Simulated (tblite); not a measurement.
A geometry optimisation, step by step.

C3H4F4Si.
SMILES with atom numbers: `[F:1][SiH2:2][CH2:3][C:4]([F:5])=[C:6]([F:7])[F:8]` (hydrogens: H9, H10 on Si2; H11, H12 on C3)

Computed with GFN2-xTB (tblite), gas phase: L-BFGS steps from a force-field or distance-geometry start until the largest atomic force falls under 0.01 eV/Å. 11 of its 22 geometries are shown.

Step 0: E = -793.2276 eV, largest atomic force 1.935 eV/Å
```
atom  x, y, z in Å  |  force x, y, z in eV/Å
F1     -2.905   -0.529   -0.854   -0.130  -0.090  -0.206
Si2    -1.800    0.119    0.093   -0.475   0.556   1.792
C3     -0.128   -0.114   -0.713    0.494   0.225  -0.772
C4      1.014    0.423    0.080    0.270  -0.934   0.057
F5      1.143    1.757    0.215   -0.254  -0.223  -0.146
C6      1.936   -0.358    0.664   -0.179   1.043  -0.089
F7      1.866   -1.698    0.567    0.596   0.771   0.434
F8      2.957    0.213    1.364   -0.630  -1.270  -0.427
H9     -2.103    1.549    0.307   -0.011  -0.413  -0.248
H10    -1.835   -0.588    1.417   -0.045   0.203  -0.736
H11    -0.144    0.403   -1.685    0.069  -0.043   0.179
H12     0.000   -1.178   -0.937    0.293   0.176   0.161
```

Step 2: E = -793.3869 eV, largest atomic force 1.029 eV/Å
```
atom  x, y, z in Å  |  force x, y, z in eV/Å
F1     -2.903   -0.528   -0.856    0.298   0.207   0.295
Si2    -1.815    0.134    0.146    0.071  -0.062  -0.354
C3     -0.117   -0.108   -0.730   -0.487  -0.047   0.149
C4      1.009    0.407    0.070    0.303  -0.190   0.026
F5      1.132    1.745    0.208   -0.247   0.016  -0.135
C6      1.938   -0.338    0.666   -0.814   0.282  -0.563
F7      1.890   -1.667    0.585    0.415  -0.049   0.280
F8      2.939    0.167    1.352    0.497  -0.321   0.387
H9     -2.105    1.538    0.298   -0.155   0.203  -0.090
H10    -1.838   -0.584    1.394   -0.079  -0.248   0.180
H11    -0.141    0.405   -1.684    0.013   0.164  -0.220
H12     0.011   -1.171   -0.932    0.184   0.046   0.044
```

Step 4: E = -793.4346 eV, largest atomic force 0.449 eV/Å
```
atom  x, y, z in Å  |  force x, y, z in eV/Å
F1     -2.891   -0.520   -0.845   -0.003   0.033   0.036
Si2    -1.815    0.138    0.150    0.181   0.065  -0.054
C3     -0.132   -0.107   -0.731   -0.076   0.016  -0.082
C4      1.006    0.405    0.059   -0.192   0.216  -0.148
F5      1.117    1.741    0.200   -0.202   0.155  -0.125
C6      1.924   -0.329    0.655    0.338  -0.217   0.201
F7      1.916   -1.657    0.603    0.130  -0.166   0.072
F8      2.948    0.134    1.361    0.022  -0.125   0.057
H9     -2.113    1.543    0.291   -0.125   0.164  -0.060
H10    -1.842   -0.594    1.394   -0.060  -0.176   0.127
H11    -0.139    0.412   -1.691   -0.060   0.015  -0.016
H12     0.023   -1.167   -0.928    0.047   0.019  -0.007
```

Step 6: E = -793.4481 eV, largest atomic force 0.195 eV/Å
```
atom  x, y, z in Å  |  force x, y, z in eV/Å
F1     -2.887   -0.515   -0.838   -0.036   0.017   0.009
Si2    -1.809    0.143    0.153    0.011   0.057   0.128
C3     -0.139   -0.106   -0.736    0.192   0.016  -0.033
C4      1.003    0.407    0.053    0.130  -0.041   0.095
F5      1.100    1.746    0.190   -0.126   0.050  -0.090
C6      1.926   -0.330    0.655    0.072  -0.040   0.037
F7      1.933   -1.661    0.614   -0.022  -0.086  -0.037
F8      2.954    0.115    1.368   -0.018   0.044   0.028
H9     -2.122    1.552    0.285   -0.071   0.042  -0.045
H10    -1.847   -0.605    1.398   -0.031  -0.045  -0.029
H11    -0.142    0.416   -1.695   -0.081  -0.013  -0.016
H12     0.030   -1.165   -0.927   -0.020  -0.003  -0.046
```

Step 8: E = -793.4535 eV, largest atomic force 0.111 eV/Å
```
atom  x, y, z in Å  |  force x, y, z in eV/Å
F1     -2.886   -0.511   -0.834    0.032   0.053   0.060
Si2    -1.805    0.148    0.160   -0.008   0.013   0.022
C3     -0.131   -0.105   -0.739    0.043  -0.012   0.060
C4      1.009    0.407    0.054    0.091  -0.063   0.012
F5      1.086    1.751    0.180   -0.013  -0.080  -0.020
C6      1.932   -0.334    0.658   -0.033   0.044  -0.028
F7      1.939   -1.667    0.615   -0.042   0.045  -0.049
F8      2.956    0.111    1.374    0.017   0.045   0.054
H9     -2.130    1.559    0.279   -0.033  -0.029  -0.030
H10    -1.851   -0.613    1.399   -0.014   0.002  -0.057
H11    -0.148    0.417   -1.698   -0.025  -0.009   0.022
H12     0.032   -1.164   -0.930   -0.015  -0.008  -0.047
```

Step 10: E = -793.4553 eV, largest atomic force 0.078 eV/Å
```
atom  x, y, z in Å  |  force x, y, z in eV/Å
F1     -2.885   -0.506   -0.830    0.011   0.033   0.028
Si2    -1.803    0.151    0.163    0.047   0.007  -0.023
C3     -0.126   -0.105   -0.736   -0.066  -0.039   0.012
C4      1.014    0.405    0.055   -0.033   0.001  -0.069
F5      1.081    1.748    0.176    0.035  -0.027   0.011
C6      1.935   -0.334    0.659    0.035   0.020   0.020
F7      1.937   -1.667    0.613   -0.002   0.039  -0.023
F8      2.957    0.113    1.378    0.004   0.003   0.039
H9     -2.135    1.560    0.276   -0.021  -0.011  -0.018
H10    -1.853   -0.616    1.396   -0.009  -0.009  -0.010
H11    -0.152    0.416   -1.697    0.006  -0.005   0.057
H12     0.031   -1.165   -0.934   -0.007  -0.011  -0.025
```

Step 13: E = -793.4565 eV, largest atomic force 0.032 eV/Å
```
atom  x, y, z in Å  |  force x, y, z in eV/Å
F1     -2.883   -0.501   -0.825   -0.017   0.008  -0.011
Si2    -1.798    0.154    0.165   -0.008  -0.005   0.010
C3     -0.127   -0.109   -0.735    0.012  -0.014  -0.011
C4      1.017    0.403    0.050   -0.001   0.010   0.007
F5      1.080    1.745    0.174    0.023   0.020  -0.002
C6      1.938   -0.332    0.660   -0.004  -0.001  -0.003
F7      1.938   -1.664    0.609    0.029  -0.003  -0.002
F8      2.958    0.113    1.385   -0.020  -0.001   0.007
H9     -2.140    1.560    0.272   -0.002   0.009  -0.005
H10    -1.855   -0.619    1.393    0.002  -0.006   0.016
H11    -0.154    0.416   -1.692   -0.004   0.011   0.003
H12     0.030   -1.167   -0.939   -0.010  -0.029  -0.008
```

Step 15: E = -793.4567 eV, largest atomic force 0.029 eV/Å
```
atom  x, y, z in Å  |  force x, y, z in eV/Å
F1     -2.884   -0.499   -0.825   -0.008   0.010  -0.002
Si2    -1.798    0.154    0.166   -0.022  -0.008   0.007
C3     -0.127   -0.111   -0.735    0.019   0.008   0.008
C4      1.017    0.403    0.050    0.019  -0.010   0.020
F5      1.082    1.746    0.173    0.004  -0.008  -0.011
C6      1.938   -0.331    0.660   -0.018  -0.001  -0.012
F7      1.940   -1.664    0.608    0.020  -0.003  -0.005
F8      2.956    0.113    1.387   -0.012   0.011   0.009
H9     -2.142    1.560    0.271    0.006  -0.006  -0.003
H10    -1.855   -0.620    1.394    0.003   0.003   0.004
H11    -0.154    0.417   -1.690   -0.007   0.003  -0.013
H12     0.029   -1.169   -0.941   -0.004   0.000  -0.002
```

Step 17: E = -793.4569 eV, largest atomic force 0.023 eV/Å
```
atom  x, y, z in Å  |  force x, y, z in eV/Å
F1     -2.885   -0.497   -0.825   -0.006   0.007   0.000
Si2    -1.799    0.153    0.166   -0.001  -0.005  -0.004
C3     -0.127   -0.112   -0.735   -0.012   0.011   0.004
C4      1.017    0.403    0.050   -0.003  -0.010  -0.004
F5      1.083    1.746    0.172   -0.001  -0.015  -0.009
C6      1.938   -0.331    0.660    0.005  -0.006   0.004
F7      1.943   -1.664    0.607    0.014  -0.004  -0.004
F8      2.955    0.114    1.389   -0.005   0.010   0.010
H9     -2.142    1.560    0.270    0.008  -0.010   0.000
H10    -1.855   -0.620    1.395    0.001   0.004   0.001
H11    -0.155    0.417   -1.690   -0.003  -0.006  -0.003
H12     0.028   -1.170   -0.942    0.003   0.022   0.005
```

Step 19: E = -793.4570 eV, largest atomic force 0.031 eV/Å
```
atom  x, y, z in Å  |  force x, y, z in eV/Å
F1     -2.887   -0.495   -0.825   -0.006   0.000  -0.001
Si2    -1.800    0.152    0.167    0.018   0.002  -0.009
C3     -0.127   -0.112   -0.735   -0.028   0.001  -0.009
C4      1.018    0.402    0.050   -0.021  -0.002  -0.023
F5      1.085    1.745    0.171   -0.002  -0.006   0.002
C6      1.939   -0.332    0.660    0.023  -0.007   0.016
F7      1.947   -1.664    0.606    0.008  -0.004   0.001
F8      2.952    0.116    1.392   -0.001   0.004   0.006
H9     -2.142    1.559    0.269    0.005  -0.001   0.004
H10    -1.855   -0.620    1.396   -0.002   0.002  -0.001
H11    -0.156    0.417   -1.690    0.001  -0.005   0.007
H12     0.027   -1.170   -0.942    0.005   0.017   0.007
```

Step 21: E = -793.4571 eV, largest atomic force 0.009 eV/Å
```
atom  x, y, z in Å  |  force x, y, z in eV/Å
F1     -2.889   -0.493   -0.825   -0.002  -0.002   0.002
Si2    -1.800    0.152    0.167    0.005   0.004  -0.003
C3     -0.128   -0.111   -0.735   -0.002  -0.004  -0.007
C4      1.018    0.401    0.049   -0.003  -0.001  -0.007
F5      1.086    1.744    0.169   -0.004  -0.001   0.006
C6      1.939   -0.332    0.661    0.004  -0.001   0.003
F7      1.950   -1.664    0.605    0.004  -0.001   0.003
F8      2.951    0.117    1.394   -0.002   0.004   0.000
H9     -2.141    1.559    0.268    0.004   0.005   0.007
H10    -1.855   -0.620    1.396   -0.002   0.001  -0.004
H11    -0.157    0.417   -1.690   -0.002   0.002   0.000
H12     0.027   -1.169   -0.942    0.001  -0.005   0.001
```

Question: Summarise the path.

Answer: The energy falls by 5.29 kcal/mol from step 0 to step 21; nine tenths of that is first reached at step 4. It falls at every step. The largest force goes from 1.935 to 0.009 eV/Å. Among the bonds Si2–H10 changes most, from 1.501 to 1.453 Å; the atoms move by 0.060 Å rms after alignment.

Question: Follow the three bonds and two angles with the largest change from start to end.

Answer: 
```json
{"step": "0", "E above end (kcal/mol)": "5.29", "largest force (eV/Å)": "1.935", "Si2–H10 (Å)": "1.501", "Si2–C3 (Å)": "1.871", "C6–F8 (Å)": "1.363", "F7–C6–F8 (°)": "119.5", "H9–Si2–H10 (°)": "108.9"}
{"step": "1", "E above end (kcal/mol)": "2.77", "largest force (eV/Å)": "0.955", "Si2–H10 (Å)": "1.471", "Si2–C3 (Å)": "1.900", "C6–F8 (Å)": "1.342", "F7–C6–F8 (°)": "117.8", "H9–Si2–H10 (°)": "110.8"}
{"step": "2", "E above end (kcal/mol)": "1.62", "largest force (eV/Å)": "1.029", "Si2–H10 (Å)": "1.440", "Si2–C3 (Å)": "1.926", "C6–F8 (Å)": "1.315", "F7–C6–F8 (°)": "116.2", "H9–Si2–H10 (°)": "113.0"}
{"step": "3", "E above end (kcal/mol)": "1.02", "largest force (eV/Å)": "0.473", "Si2–H10 (Å)": "1.437", "Si2–C3 (Å)": "1.924", "C6–F8 (Å)": "1.323", "F7–C6–F8 (°)": "114.1", "H9–Si2–H10 (°)": "113.5"}
{"step": "4", "E above end (kcal/mol)": "0.52", "largest force (eV/Å)": "0.449", "Si2–H10 (Å)": "1.444", "Si2–C3 (Å)": "1.915", "C6–F8 (Å)": "1.328", "F7–C6–F8 (°)": "111.9", "H9–Si2–H10 (°)": "113.9"}
{"step": "5", "E above end (kcal/mol)": "0.30", "largest force (eV/Å)": "0.261", "Si2–H10 (Å)": "1.450", "Si2–C3 (Å)": "1.909", "C6–F8 (Å)": "1.328", "F7–C6–F8 (°)": "110.7", "H9–Si2–H10 (°)": "114.3"}
{"step": "6", "E above end (kcal/mol)": "0.21", "largest force (eV/Å)": "0.195", "Si2–H10 (Å)": "1.453", "Si2–C3 (Å)": "1.908", "C6–F8 (Å)": "1.328", "F7–C6–F8 (°)": "110.4", "H9–Si2–H10 (°)": "114.7"}
{"step": "7", "E above end (kcal/mol)": "0.12", "largest force (eV/Å)": "0.186", "Si2–H10 (Å)": "1.455", "Si2–C3 (Å)": "1.912", "C6–F8 (Å)": "1.327", "F7–C6–F8 (°)": "110.2", "H9–Si2–H10 (°)": "115.2"}
{"step": "8", "E above end (kcal/mol)": "0.08", "largest force (eV/Å)": "0.111", "Si2–H10 (Å)": "1.455", "Si2–C3 (Å)": "1.916", "C6–F8 (Å)": "1.326", "F7–C6–F8 (°)": "110.4", "H9–Si2–H10 (°)": "115.5"}
{"step": "9", "E above end (kcal/mol)": "0.06", "largest force (eV/Å)": "0.074", "Si2–H10 (Å)": "1.454", "Si2–C3 (Å)": "1.919", "C6–F8 (Å)": "1.327", "F7–C6–F8 (°)": "110.6", "H9–Si2–H10 (°)": "115.8"}
{"step": "10", "E above end (kcal/mol)": "0.04", "largest force (eV/Å)": "0.078", "Si2–H10 (Å)": "1.453", "Si2–C3 (Å)": "1.920", "C6–F8 (Å)": "1.327", "F7–C6–F8 (°)": "110.7", "H9–Si2–H10 (°)": "116.0"}
{"step": "11", "E above end (kcal/mol)": "0.02", "largest force (eV/Å)": "0.077", "Si2–H10 (Å)": "1.452", "Si2–C3 (Å)": "1.919", "C6–F8 (Å)": "1.328", "F7–C6–F8 (°)": "110.9", "H9–Si2–H10 (°)": "116.2"}
{"step": "12", "E above end (kcal/mol)": "0.02", "largest force (eV/Å)": "0.042", "Si2–H10 (Å)": "1.452", "Si2–C3 (Å)": "1.917", "C6–F8 (Å)": "1.328", "F7–C6–F8 (°)": "110.9", "H9–Si2–H10 (°)": "116.3"}
{"step": "13", "E above end (kcal/mol)": "0.01", "largest force (eV/Å)": "0.032", "Si2–H10 (Å)": "1.452", "Si2–C3 (Å)": "1.916", "C6–F8 (Å)": "1.328", "F7–C6–F8 (°)": "110.9", "H9–Si2–H10 (°)": "116.4"}
{"step": "14", "E above end (kcal/mol)": "0.01", "largest force (eV/Å)": "0.025", "Si2–H10 (Å)": "1.452", "Si2–C3 (Å)": "1.916", "C6–F8 (Å)": "1.327", "F7–C6–F8 (°)": "110.8", "H9–Si2–H10 (°)": "116.4"}
{"step": "15", "E above end (kcal/mol)": "0.01", "largest force (eV/Å)": "0.029", "Si2–H10 (Å)": "1.453", "Si2–C3 (Å)": "1.916", "C6–F8 (Å)": "1.327", "F7–C6–F8 (°)": "110.8", "H9–Si2–H10 (°)": "116.5"}
{"step": "16", "E above end (kcal/mol)": "0.01", "largest force (eV/Å)": "0.019", "Si2–H10 (Å)": "1.453", "Si2–C3 (Å)": "1.917", "C6–F8 (Å)": "1.327", "F7–C6–F8 (°)": "110.8", "H9–Si2–H10 (°)": "116.5"}
{"step": "17", "E above end (kcal/mol)": "0.01", "largest force (eV/Å)": "0.023", "Si2–H10 (Å)": "1.453", "Si2–C3 (Å)": "1.918", "C6–F8 (Å)": "1.327", "F7–C6–F8 (°)": "110.8", "H9–Si2–H10 (°)": "116.5"}
{"step": "18", "E above end (kcal/mol)": "0.00", "largest force (eV/Å)": "0.026", "Si2–H10 (Å)": "1.453", "Si2–C3 (Å)": "1.919", "C6–F8 (Å)": "1.327", "F7–C6–F8 (°)": "110.8", "H9–Si2–H10 (°)": "116.5"}
{"step": "19", "E above end (kcal/mol)": "0.00", "largest force (eV/Å)": "0.031", "Si2–H10 (Å)": "1.453", "Si2–C3 (Å)": "1.919", "C6–F8 (Å)": "1.328", "F7–C6–F8 (°)": "110.8", "H9–Si2–H10 (°)": "116.6"}
{"step": "20", "E above end (kcal/mol)": "0.00", "largest force (eV/Å)": "0.023", "Si2–H10 (Å)": "1.453", "Si2–C3 (Å)": "1.918", "C6–F8 (Å)": "1.327", "F7–C6–F8 (°)": "110.8", "H9–Si2–H10 (°)": "116.6"}
{"step": "21", "E above end (kcal/mol)": "0.00", "largest force (eV/Å)": "0.009", "Si2–H10 (Å)": "1.453", "Si2–C3 (Å)": "1.918", "C6–F8 (Å)": "1.327", "F7–C6–F8 (°)": "110.8", "H9–Si2–H10 (°)": "116.6"}
```

The cost below is that of the whole relaxation. The run took 0.13 s of wall time on Arm Neoverse V1, one thread, shared host with 32 logical CPUs at a one-minute load of 8.0.
